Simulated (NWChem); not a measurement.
System: WS₂ClF; SMILES [F][W](=[S])(=[S])[Cl]

Input file for NWChem:

```
start job
memory heap 200 mb stack 900 mb global 1100 mb
geometry units angstroms noautoz
  W     -0.000133     0.046259    -0.162813
  S     -1.706027     1.002345     0.646366
  S      1.702729     1.007610     0.646675
  F     -0.000379     0.262953    -2.002682
  Cl     0.003021    -2.101316     0.536816
end
basis spherical
  * library def2-svp
end
ecp
  W library def2-ecp
end
dft
  xc b3lyp
  iterations 150
  mulliken
end
task dft energy
```

Output (shortened):

```
             Northwest Computational Chemistry Package (NWChem) 7.3.0
             --------------------------------------------------------

 CS  symmetry detected

                             Geometry "geometry" -> ""
                             -------------------------

 Output coordinates in angstroms (scale by  1.889725989 to convert to a.u.)

  No.       Tag          Charge          X              Y              Z
 ---- ---------------- ---------- -------------- -------------- --------------
    1 W                   74.0000    -0.15764596     0.04344592     0.00000000
    2 S                   16.0000     0.73299247     0.92714685    -1.70437998
    3 S                   16.0000     0.73299247     0.92714685     1.70437998
    4 F                    9.0000    -1.97127495     0.42136668     0.00000000
    5 Cl                  17.0000     0.35008921    -2.15741160     0.00000000

 Effective nuclear repulsion energy (a.u.)    1268.4389892310

      Symmetry information
      --------------------

 Group name             Cs
 Group number              2
 Group order               2
 No. of unique centers     4

                                 NWChem DFT Module
                                 -----------------

 Summary of "ao basis" -> "ao basis" (spherical)
 ------------------------------------------------------------------------------
       Tag                 Description            Shells   Functions and Types
 ---------------- ------------------------------  ------  ---------------------
 W                          def2-svp                12       32   6s3p2d1f
 S                          def2-svp                 8       18   4s3p1d
 F                          def2-svp                 6       14   3s2p1d
 Cl                         def2-svp                 8       18   4s3p1d

      Symmetry analysis of basis
      --------------------------

        a'         63
        a"         37

            General Information
            -------------------
          SCF calculation type: DFT
          Wavefunction type:  closed shell.
          No. of atoms     :     5
          No. of electrons :    72
           Alpha electrons :    36
            Beta electrons :    36
          Charge           :     0
          Spin multiplicity:     1
          Use of symmetry is: on ; symmetry adaption is: on
          Maximum number of iterations: 150
          AO basis - number of functions:   100
                     number of shells:    42
          Convergence on energy requested:  1.00D-06
          Convergence on density requested:  1.00D-05
          Convergence on gradient requested:  5.00D-04

              XC Information
              --------------
                         B3LYP Method XC Potential
                     Hartree-Fock (Exact) Exchange  0.200
                        Slater Exchange Functional  0.800 local
                    Becke 1988 Exchange Functional  0.720 non-local
              Lee-Yang-Parr Correlation Functional  0.810
                  VWN I RPA Correlation Functional  0.190 local

             Grid Information
             ----------------
          Grid used for XC integration:  medium
          Radial quadrature: Mura-Knowles
          Angular quadrature: Lebedev.
          Tag              B.-S. Rad. Rad. Pts. Rad. Cut. Ang. Pts.
          ---              ---------- --------- --------- ---------
          W                   1.35      123           8.0       590
          S                   1.00       88          10.0       590
          F                   0.50       49           9.0       434
          Cl                  1.00       88          10.0       590
          Grid pruning is: on
          Number of quadrature shells:   348
          Spatial weights used:  Erf1

      Superposition of Atomic Density Guess
      -------------------------------------

 Sum of atomic energies:       -1426.48728396

      Non-variational initial energy
      ------------------------------

 Total energy =   -1419.860495
 1-e energy   =   -2772.828757
 2-e energy   =     957.823597
 HOMO         =      -0.310193
 LUMO         =      -0.027038

      Symmetry analysis of molecular orbitals - initial
      -------------------------------------------------

  Numbering of irreducible representations:

     1 a'          2 a"

  Orbital symmetries:

     1 a'          2 a'          3 a"          4 a'          5 a'
     6 a'          7 a"          8 a'          9 a"         10 a'
    11 a'         12 a"         13 a'         14 a'         15 a"
    16 a"         17 a'         18 a'         19 a"         20 a'
    21 a'         22 a'         23 a'         24 a"         25 a'
    26 a"         27 a'         28 a'         29 a"         30 a'
    31 a'         32 a'         33 a"         34 a'         35 a"
    36 a"         37 a'         38 a"         39 a'         40 a"
    41 a'         42 a'         43 a"         44 a'         45 a'
    46 a'

     ---------------------------------------------
      Total Density - Mulliken Population Analysis
     ---------------------------------------------

    Atom       Charge   Shell Charges
 -----------   ------   -------------------------------------------------------
    1 W   14    11.33   0.04 -0.35  1.79  0.53  0.46  0.06  5.48  0.60  0.17  1.93  0.51  0.10
    2 S   16    16.82   2.00  1.99  1.24  0.69  5.94  1.94  3.00  0.03
    3 S   16    16.82   2.00  1.99  1.24  0.69  5.94  1.94  3.00  0.03
    4 F    9     9.60   1.99  1.15  0.80  3.52  2.14  0.00
    5 Cl  17    17.43   2.00  1.99  1.22  0.73  5.94  2.17  3.36  0.01

   convergence    iter        energy       DeltaE   RMS-Dens  Diis-err
 ---------------- ----- ----------------- --------- --------- ---------
 d= 0,ls=0.0,diis     1  -1422.8200039883 -1.82D+03  6.15D-02  3.61D+00
 d= 0,ls=0.0,diis     2  -1415.3664443341  7.45D+00  5.48D-02  4.51D+01
 d= 0,ls=0.0,diis     3  -1423.1023441356 -7.74D+00  1.15D-02  1.95D+00
 d= 0,ls=0.0,diis     4  -1423.2862151995 -1.84D-01  3.09D-03  3.45D-01
 d= 0,ls=0.0,diis     5  -1423.3183776092 -3.22D-02  1.52D-03  1.65D-02
  Resetting Diis
 d= 0,ls=0.0,diis     6  -1423.3204560118 -2.08D-03  4.83D-04  2.92D-03
 d= 0,ls=0.0,diis     7  -1423.3208563543 -4.00D-04  2.02D-04  8.82D-05
 d= 0,ls=0.0,diis     8  -1423.3208170918  3.93D-05  1.61D-04  4.21D-04
 d= 0,ls=0.0,diis     9  -1423.3208591826 -4.21D-05  6.36D-05  7.28D-05
 d= 0,ls=0.0,diis    10  -1423.3208677683 -8.59D-06  1.59D-05  6.44D-06
 d= 0,ls=0.0,diis    11  -1423.3208684730 -7.05D-07  3.19D-06  8.89D-08

         Total DFT energy =    -1423.320868473029
      One electron energy =    -2774.549929814636
           Coulomb energy =     1053.823043020406
    Exchange-Corr. energy =      -97.738646559672
 Nuclear repulsion energy =      395.144664880873

 Numeric. integr. density =       72.000004965828

                  Occupations of the irreducible representations
                  ----------------------------------------------

                     irrep           alpha         beta
                     --------     --------     --------
                     a'               23.0         23.0
                     a"               13.0         13.0

                       DFT Final Molecular Orbital Analysis
                       ------------------------------------

 Vector   34  Occ=2.000000D+00  E=-3.162933D-01  Symmetry=a"
              MO Center=  3.5D-01,  5.3D-02,  4.9D-10, r^2= 4.6D+00
   Bfn.  Coefficient  Atom+Function         Bfn.  Coefficient  Atom+Function
  ----- ------------  ---------------      ----- ------------  ---------------
    95      0.331528  5 Cl pz                17      0.254681  1 W  d -1
    43      0.250646  2 S  px                61     -0.250646  3 S  px
    19      0.246750  1 W  d  1              92      0.243842  5 Cl pz
    40      0.195688  2 S  px                58     -0.195688  3 S  px
    44     -0.193615  2 S  py                62      0.193615  3 S  py

 Vector   35  Occ=2.000000D+00  E=-3.127431D-01  Symmetry=a'
              MO Center=  5.3D-01,  5.5D-01, -5.0D-10, r^2= 4.5D+00
   Bfn.  Coefficient  Atom+Function         Bfn.  Coefficient  Atom+Function
  ----- ------------  ---------------      ----- ------------  ---------------
    43      0.258739  2 S  px                61      0.258739  3 S  px
    44     -0.250959  2 S  py                62     -0.250959  3 S  py
    20      0.226967  1 W  d  2              93     -0.216494  5 Cl px
    40      0.201798  2 S  px                58      0.201798  3 S  px
    41     -0.194159  2 S  py                59     -0.194159  3 S  py

 Vector   36  Occ=2.000000D+00  E=-2.750108D-01  Symmetry=a"
              MO Center=  6.5D-01,  7.9D-01, -2.6D-13, r^2= 4.5D+00
   Bfn.  Coefficient  Atom+Function         Bfn.  Coefficient  Atom+Function
  ----- ------------  ---------------      ----- ------------  ---------------
    44      0.308176  2 S  py                62     -0.308176  3 S  py
    43      0.294332  2 S  px                61     -0.294332  3 S  px
    41      0.218942  2 S  py                59     -0.218942  3 S  py
    40      0.205509  2 S  px                58     -0.205509  3 S  px
    45      0.153997  2 S  pz                63      0.153997  3 S  pz

 Vector   37  Occ=0.000000D+00  E=-1.290584D-01  Symmetry=a'
              MO Center= -3.1D-02,  3.8D-02,  7.0D-11, r^2= 3.1D+00
   Bfn.  Coefficient  Atom+Function         Bfn.  Coefficient  Atom+Function
  ----- ------------  ---------------      ----- ------------  ---------------
    16      0.759411  1 W  d -2              18     -0.269830  1 W  d  0
    45     -0.249342  2 S  pz                63      0.249342  3 S  pz
    93      0.223201  5 Cl px                73     -0.173123  4 F  py
    21      0.171845  1 W  d -2              76      0.140942  4 F  py
    90      0.137937  5 Cl px                44     -0.131449  2 S  py

[...]
```

Level: B3LYP/def2-SVP with def2 effective core potentials on W. Structure relaxed at the PBE0/def2-SVP level. B3LYP is NWChem's, with the RPA form of VWN correlation. def2 effective core potentials on W; no spin-orbit coupling.
